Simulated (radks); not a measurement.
The numbers below are computed, except where a source is named.
Initial-state core-level shifts of the arsenic ion As+ when its valence configuration changes from [Ar] 3d10 4s2 4p2. Code: a radial shooting solver on a logarithmic mesh with Libxc functionals. Model: scalar-relativistic Kohn-Sham, PBE, spin-polarised, spherical densities, finite nucleus; open shells are filled with parallel spins first; Fermi nuclear charge, rms radius 4.0968 fm. Shifts are changes of the shell-averaged eigenvalues in eV (positive: less bound); the change of the density at the nucleus, which sets a Mossbauer isomer shift, is in e/bohr^3, on a base of 3.601e+04.

valence                1s       2s       2p       3p  density at nucleus
3d10 4s1 4p3       -1.241   -1.208   -1.201   -1.263             -24.035
3d9 4s2 4p3       -13.208  -14.582  -14.471  -11.497             +13.757
3d10 4p4           -3.401   -3.290   -3.282   -3.352             -48.605
3d8 4s2 4p4       -27.618  -30.516  -30.295  -23.639             +28.487
3d9.5 4s2 4p2.5    -6.508   -7.172   -7.117   -5.716              +6.734
3d7 4s2 4p5       -42.715  -47.281  -46.954  -35.926             +44.408
3d10 4s1.5 4p2.5   -0.662   -0.642   -0.639   -0.668             -11.841
3d8 4s1.5 4p4.5   -28.380  -31.268  -31.043  -24.386             +13.521
